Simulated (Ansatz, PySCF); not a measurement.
Gas-phase reaction (SMILES): C=CCB(C)C [dimethyl(prop-2-enyl)borane] + 6 [H][H] (H2) → B (BH3) + 5 C (CH4); energy of full hydrogenation.

Structures are relaxed separately at B3LYP-D3(BJ)/def2-TZVP in Ansatz (a quantum-chemistry and plane-wave program), one conformer each, not searched for the lowest. Correlated levels leave the core frozen unless marked. No spin-orbit coupling. No relativistic terms. CBS marks a two-point X^-3 extrapolation of the correlation energy; Hartree-Fock from the larger set. Thermal terms are rigid-rotor harmonic-oscillator values from B3LYP-D3(BJ) frequencies (Ansatz or PySCF) at 298.15 K and 1 atm. 1 Eh = 627.5095 kcal/mol.

| species | E, CCSD(T)/CBS(cc-pVTZ,cc-pVQZ) (Ansatz) (Eh) | E, PBE0-D4/def2-TZVPD (Ansatz + dftd4) (Eh) | H - E (Eh) |
|---|---|---|---|
| C=CCB(C)C | -221.66099 | -221.79687 | 0.15675 |
| [H][H] (H2) | -1.17450 | -1.16831 | 0.01336 |
| B (BH3) | -26.54901 | -26.56634 | 0.03008 |
| C (CH4) | -40.45816 | -40.47492 | 0.04840 |

Q: Work out ΔE and ΔH at 298.15 K at the first level, then ΔH at the second.

A: 
1. ΔE = [(-26.54901) + 5×(-40.45816)] - [(-221.66099) + 6×(-1.17450)] = -0.13182 Eh = -82.7 kcal/mol at CCSD(T)/CBS(cc-pVTZ,cc-pVQZ).
2. The terms H - E add up to 0.03517 Eh, so ΔH = (-0.13182 + (0.03517))×627.5095 = -60.6 kcal/mol.
3. At PBE0-D4/def2-TZVPD the same steps give ΔE = -84.2 and ΔH = -62.1 kcal/mol, a shift of -1.5 from the first level.
4. These values are not checked against measurement here, since the tables used lack a sound gas-phase enthalpy of formation for at least one species.
